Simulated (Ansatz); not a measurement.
The inner images of a band of AlClF$_{2}$H$_{2}$ (6 atoms, charge 0, multiplicity 1) are given out of order.

All numbers below come from RKS B3LYP/def2-SVP in Ansatz.

Initial state:

```xyz
6
Properties=species:S:1:pos:R:3
Al 0.002 0.149 0.046
H -0.004 0.759 1.491
F 1.414 0.093 -0.834
F -1.418 0.016 -0.814
Cl 0.076 -2.370 0.915
H 0.079 -2.027 2.165
```

Final state:

```xyz
6
Properties=species:S:1:pos:R:3
Al 0.023 -0.674 -0.159
H 0.011 0.266 1.836
F 1.416 0.151 -0.495
F -1.417 0.075 -0.473
Cl 0.081 -2.719 0.245
H 0.035 -0.480 2.014
```

Problem. Put them in order from the first end to the last, with their energies above the first end.
A.
```xyz
6
Properties=species:S:1:pos:R:3
Al 0.005 0.030 0.057
H 0.006 0.428 1.582
F 1.431 0.118 -0.795
F -1.436 0.041 -0.773
Cl 0.079 -2.419 0.951
H 0.064 -1.579 1.946
```
B.
```xyz
6
Properties=species:S:1:pos:R:3
Al 0.015 -0.327 0.007
H 0.019 0.015 1.749
F 1.431 0.175 -0.688
F -1.435 0.101 -0.668
Cl 0.075 -2.420 0.823
H 0.044 -0.926 1.745
```
C.
```xyz
6
Properties=species:S:1:pos:R:3
Al 0.004 0.085 0.047
H 0.001 0.582 1.535
F 1.423 0.110 -0.821
F -1.428 0.032 -0.800
Cl 0.078 -2.391 0.927
H 0.071 -1.799 2.080
```
D.
```xyz
6
Properties=species:S:1:pos:R:3
Al 0.007 -0.039 0.070
H 0.012 0.271 1.632
F 1.434 0.125 -0.763
F -1.438 0.049 -0.741
Cl 0.078 -2.415 0.971
H 0.057 -1.371 1.799
```
E.
```xyz
6
Properties=species:S:1:pos:R:3
Al 0.019 -0.491 -0.079
H 0.018 0.040 1.821
F 1.417 0.199 -0.633
F -1.422 0.125 -0.613
Cl 0.077 -2.500 0.651
H 0.040 -0.754 1.821
```
F.
```xyz
6
Properties=species:S:1:pos:R:3
Al 0.021 -0.600 -0.144
H 0.015 0.147 1.862
F 1.412 0.189 -0.569
F -1.416 0.114 -0.550
Cl 0.079 -2.610 0.449
H 0.037 -0.621 1.920
```
G.
```xyz
6
Properties=species:S:1:pos:R:3
Al 0.011 -0.167 0.057
H 0.017 0.121 1.681
F 1.438 0.141 -0.727
F -1.442 0.067 -0.705
Cl 0.075 -2.386 0.945
H 0.050 -1.157 1.717
```

Solution. C (+2.3 kJ/mol), A (+9.1 kJ/mol), D (+19.5 kJ/mol), G (+30.3 kJ/mol), B (-8.7 kJ/mol), E (-71.7 kJ/mol), F (-97.8 kJ/mol).

The run took 2.7 min on 1 thread of Arm Neoverse V2, on a shared host, peak memory 0.14 GiB.
